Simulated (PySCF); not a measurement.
# Cs²²⁺: ionisation energy

Cs²²⁺ [Ar] 3d10 4s2 4p3 [4p1/2^2 4p3/2^1, M_J = 3/2] → Cs²³⁺ [Ar] 3d10 4s2 4p2 [4p1/2^2, M_J = 0], as a difference of total energies. Computed with PySCF 2.14 in an even-tempered Gaussian basis (18 s from 1.5 bohr⁻², ratio 2.8; 13 p from 2 bohr⁻², ratio 2.8; 8 d from 3.5 bohr⁻², ratio 2.8; 4 f from 11 bohr⁻², ratio 3), with the two-component X2C-1e Hamiltonian. Correlated levels: [Ne] frozen; the 76 highest virtual spinors dropped. "Screened" scales the spin-orbit matrix elements by Boettger's factors to mimic the two-electron term; Breit and QED terms are absent.

Question: Order these methods by the ionisation energy they give, lowest first.
A. GMP2 (screened spin-orbit)
B. GHF (screened spin-orbit)
C. GHF (spin-free)
D. GMP2 (spin-free)

Answer: B (698.16 eV), A (698.91 eV), C (708.00 eV), D (708.86 eV).

Breit and QED terms and the two-electron picture change are absent.

The spin-free rows relax to the high-spin LS determinant and lack the spin-orbit shift.

The labels give the starting determinants; with spin-orbit coupling the two ends relaxed to ⟨J²⟩ = 3.75, ⟨L²⟩ = 1.89, ⟨S²⟩ = 1.90 and ⟨J²⟩ = 0.00, ⟨L²⟩ = 1.35, ⟨S²⟩ = 1.35.

For comparison: 700 ± 4 eV (theoretical estimate listed by NIST; NIST Atomic Spectra Database, ionization energies).
